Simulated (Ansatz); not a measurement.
A set of 12 reactions (ligand exchange), with CCSD(T)/CBS values in kJ/mol:

| reaction | ΔE |
| --- | --- |
| `C[BH][GeH2][SiH3]` + `CCS` → `CBSCC` + `[SiH3][GeH3]` | -101.8 |
| `[CH3][SnH]([SiH3])[Cl]` + `[OH][Cd][OH]` → `[OH][Cd][O][SiH3]` + `[CH3][SnH2][Cl]` | -73.1 |
| `O[SiH2]/C=[CH]\[GeH2][OH]` + `C[SiH](O)O` → `C[SiH](O)[O][GeH2][OH]` + `C=C[SiH2]O` | -68.8 |
| `OBOCO` + `[NH2][AlH2]` → `OB[NH][AlH2]` + `OCO` | 25.2 |
| `C[SiH2][NH][AlH2]` + `NBO` → `OB[NH][AlH2]` + `C[SiH2]N` | 24.1 |
| `[SiH3][SnH2][Cl]` + `[OH][Ga]([F])[F]` → `[F][Ga]([F])[O][SiH3]` + `[Cl][SnH3]` | -62.3 |
| `O[SiH](Cl)CF` + CH₃OH → `CO[SiH](O)Cl` + `CF` | -134.7 |
| `[SiH3][SnH2][Cl]` + `N[SiH2][SeH]` → `[SiH3]N[SiH2][SeH]` + `[Cl][SnH3]` | -21.0 |
| `C[C](C)(C)[Ge]([F])([F])[F]` + `CNC` → `C[N](C)[Ge]([F])([F])[F]` + `CC(C)C` | -14.7 |
| `C[O][Cd][Cl]` + CH₃SH → `C[S][Cd][Cl]` + CH₃OH | -87.4 |
| `C[SiH2][NH][AlH2]` + `NCF` → `FC[NH][AlH2]` + `C[SiH2]N` | 17.9 |
| `C[SiH2][NH][GeH3]` + `O=C[SeH]` → `C[SiH2][Se]C=O` + `[NH2][GeH3]` | -5.9 |

Program: Ansatz. Geometries: PBE0-D4/def2-TZVP. ΔE: electronic, gas phase. CCSD(T)/CBS is the MP2 limit (def2-TZVPP, def2-QZVPP) plus CCSD(T) − MP2 in def2-TZVPP, frozen cores. This one scheme is used for every species. DFT in def2-TZVPP. B3LYP here is the variant with VWN-RPA as its local correlation; programs differ in this. Elements past krypton have def2 core potentials. For Cd, Ga, Ge, Se, Sn outer-core shells are correlated without core-valence functions, which leaves a few kJ/mol of doubt a bond. Scalar relativity is left out up to krypton. Each species was taken in one conformer, which may not be the lowest.

(1) Give the mean, mean absolute and largest difference (level minus CCSD(T)/CBS, kJ/mol) for: PBE-D4, r2SCAN-D4, PBE0-D4, B2PLYP, r2SCAN, B3LYP, HF/def2-TZVPP, MP2/def2-TZVPP, CCSD/def2-TZVPP, CCSD(T)/def2-TZVPP, HF/def2-QZVPP, SCS-MP2/def2-QZVPP, HF/CBS(def2), CCSD/CBS(def2). (Estimate.)

The largest T1 diagnostic in the set is 0.017, for `[OH][Cd][OH]` (customary mark 0.02).

CCSD(T)/CBS is a level of theory with its own doubt, and the functionals carry their triple-zeta basis error, so these figures describe this set and don't rank the functionals.

Results:

(1) Computed: 
| level | mean | mean absolute | largest |
| --- | --- | --- | --- |
| PBE-D4 | 6.1 | 8.6 | 21.5 |
| r2SCAN-D4 | 0.3 | 2.4 | -6.2 |
| PBE0-D4 | 2.4 | 4.9 | 11.9 |
| B2PLYP | -1.9 | 4.2 | -8.2 |
| r2SCAN | 0.2 | 2.4 | -6.4 |
| B3LYP | -0.1 | 3.4 | 6.2 |
| HF/def2-TZVPP | -10.5 | 14.2 | -37.9 |
| MP2/def2-TZVPP | -3.1 | 3.8 | -9.6 |
| CCSD/def2-TZVPP | -2.2 | 5.1 | -12.8 |
| CCSD(T)/def2-TZVPP | -1.5 | 3.9 | -9.1 |
| HF/def2-QZVPP | -11.0 | 14.8 | -38.6 |
| SCS-MP2/def2-QZVPP | -3.5 | 5.1 | -11.9 |
| HF/CBS(def2) | -11.0 | 15.0 | -38.7 |
| CCSD/CBS(def2) | -0.7 | 1.7 | -3.7 |
